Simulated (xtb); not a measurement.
H2Si, charge -1, doublet, from a rough starting geometry (a state made from the parent by changing its charge; the spin is typed, not shown lowest); GFN2-xTB (xtb).

The xtb input:
```
$ xtb mol.xyz --gfn 2 --chrg -1 --uhf 1 --opt vtight --json

# file mol.xyz
3

Si    -0.07454825     0.02880819     0.68743984
H     -0.03510696    -1.12290404    -0.26931075
H      0.00063933     1.17440721    -0.33333634
```

Problem. Write the output that xtb gives for this input, abridged.

Solution. 
```
   ID    Z sym.   atoms
    1   14 Si     1
    2    1 H      2, 3

           -------------------------------------------------
          |                Calculation Setup                |
           -------------------------------------------------

           -------------------------------------------------
          |                 G F N 2 - x T B                 |
           -------------------------------------------------

          ...................................................
          :                      SETUP                      :
          :.................................................:
          :  # basis functions                  12          :
          :  # atomic orbitals                  11          :
          :  # shells                            5          :
          :  # electrons                         7          :
          :  max. iterations                   250          :
          :  Hamiltonian                  GFN2-xTB          :
          :  restarted?                      false          :
          :  GBSA solvation                  false          :
          :  PC potential                    false          :
          :  electronic temp.          300.0000000     K    :
          :  accuracy                    1.0000000          :
          :  -> integral cutoff          0.2500000E+02      :
          :  -> integral neglect         0.1000000E-07      :
          :  -> SCF convergence          0.1000000E-05 Eh   :
          :  -> wf. convergence          0.1000000E-03 e    :
          :  Broyden damping             0.4000000          :
          :  net charge                         -1          :
          :  unpaired electrons                  1          :
          ...................................................

 iter      E             dE          RMSdq      gap      omega  full diag
   1     -2.7755796 -0.277558E+01  0.126E+01    3.08       0.0  T
   2     -2.7820039 -0.642423E-02  0.777E+00    3.02       1.0  T
   3     -2.7829514 -0.947517E-03  0.178E+00    2.98       1.0  T
   4     -2.7834678 -0.516450E-03  0.419E-01    3.04       1.0  T
   5     -2.7834706 -0.276154E-05  0.416E-01    3.04       1.0  T
   6     -2.7836261 -0.155477E-03  0.208E-01    3.09       1.0  T
   7     -2.7836935 -0.674413E-04  0.741E-02    3.18       1.0  T
   8     -2.7836966 -0.307882E-05  0.193E-02    3.18       3.0  T
   9     -2.7836966 -0.183432E-07  0.595E-03    3.18       9.7  T
[...]
 * total energy  :    -3.5272524 Eh     change       -0.1804203E-01 Eh
 * total energy  :    -3.5267527 Eh     change        0.4997092E-03 Eh
 * total energy  :    -3.5292320 Eh     change       -0.2479367E-02 Eh
 * total energy  :    -3.5294458 Eh     change       -0.2137435E-03 Eh
 * total energy  :    -3.5298160 Eh     change       -0.3702547E-03 Eh
 * total energy  :    -3.5299987 Eh     change       -0.1826112E-03 Eh
 * total energy  :    -3.5301204 Eh     change       -0.1217643E-03 Eh
 * total energy  :    -3.5301425 Eh     change       -0.2212495E-04 Eh
 * total energy  :    -3.5301443 Eh     change       -0.1785929E-05 Eh
 * total energy  :    -3.5301444 Eh     change       -0.9759774E-07 Eh
 * total energy  :    -3.5301448 Eh     change       -0.3243663E-06 Eh
 * total energy  :    -3.5301448 Eh     change       -0.2149773E-07 Eh
   *** GEOMETRY OPTIMIZATION CONVERGED AFTER 18 ITERATIONS ***
         :: total energy              -3.530144771853 Eh    ::
[...]
         6                          0.3614682               9.8361
         7                          0.3614682               9.8361
         8                          0.4074073              11.0861
         9                          0.4074073              11.0861
        10                          0.5796150              15.7721
        11                          2.6493359              72.0921
      -------------------------------------------------------------
                  HL-Gap            0.5676383 Eh           15.4462 eV
             Fermi-level           -0.5240853 Eh          -14.2611 eV

     #   Z          covCN         q      C6AA      α(0)
     1  14 Si       1.872    -2.713   465.156    45.835
     2   1 H        0.936     0.856     0.115     0.530
     3   1 H        0.936     0.856     0.115     0.530

 Mol. C6AA /au·bohr⁶  :        493.696370
 Mol. C8AA /au·bohr⁸  :      34102.301125
 Mol. α(0) /au        :         46.895557

Wiberg/Mayer (AO) data.
largest (>0.10) Wiberg bond orders for each atom

 ---------------------------------------------------------------------------
     #   Z sym  total        # sym  WBO       # sym  WBO       # sym  WBO
 ---------------------------------------------------------------------------
     1  14 Si  -0.360
     2   1 H    0.165 --     3 H    0.345
     3   1 H    0.165 --     2 H    0.345
 ---------------------------------------------------------------------------

Topologies differ in total number of bonds
Writing topology from bond orders to xtbtopo.mol

molecular dipole:
                 x           y           z       tot (Debye)
 q only:        0.069      -0.051      -0.053
   full:        0.069      -0.051      -0.053       0.255
molecular quadrupole (traceless):
                xx          xy          yy          xz          yz          zz
 q only:       -5.160       0.246      10.310      -0.001      -0.434      -5.149
  q+dip:       -5.313       0.253      10.614      -0.001      -0.447      -5.301
   full:       -5.133       0.245      10.256      -0.001      -0.432      -5.122

optimized geometry written to: xtbopt.xyz

           -------------------------------------------------
          | TOTAL ENERGY               -3.530144771853 Eh   |
          | GRADIENT NORM               0.000031754964 Eh/α |
          | HOMO-LUMO GAP              15.446224020843 eV   |
           -------------------------------------------------
```
